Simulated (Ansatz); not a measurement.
Species: CoCl2 (charge 0, quartet). The spin state was set by rule; other spins were not relaxed. SMILES: [Cl][Co][Cl]
Structure (B3LYP-D3(BJ)/def2-TZVP (Ansatz, a quantum-chemistry and plane-wave program) minimum search):
```xyz
3

Co     0.0000     0.0000     0.0000
Cl     0.0000     0.0000    -2.0986
Cl     0.0000     0.0000     2.0986
```
Charge 0, spin multiplicity 4.

Property: vertical electron affinity (to the triplet state of charge -1; a negative value means that the extra electron is unbound and the number depends on the basis; each state is the SCF solution reached for its spin; the UHF <S^2> is 2.66 for the triplet (pure: 2.00); for the triplet T1 is 0.068), in eV. Valence correlation only, unless marked. UHF or UKS for open shells. Spin-orbit coupling is left out. Frozen are the shells of the preceding noble gas and the d and f shells that filled before the atom's block. No relativistic terms. Anions need diffuse functions: def2-D sets add few. 

| level | program | vertical electron affinity (eV) |
|---|---|---|
| SVWN5/def2-TZVPD | Ansatz | 2.89 |
| PBE/def2-TZVPD | Ansatz | 2.65 |
| r2SCAN/def2-TZVPD | Ansatz | 2.62 |
| B3LYP/def2-TZVPD | Ansatz | 2.69 |
| PBE0/def2-TZVPD | Ansatz | 2.52 |
| BHLYP/def2-TZVPD | Ansatz | 2.09 |
| CAM-B3LYP/def2-TZVPD | Ansatz | 2.75 |
| wB97M-V/def2-TZVPD | Ansatz | 2.61 |
| wB97X-V/def2-TZVPD | Ansatz | 2.69 |
| wB97X/def2-TZVPD | Ansatz | 2.77 |
| CCSD/def2-SVPD | Ansatz | 1.86 |
| CCSD(T)/def2-SVPD | Ansatz | 1.93 |
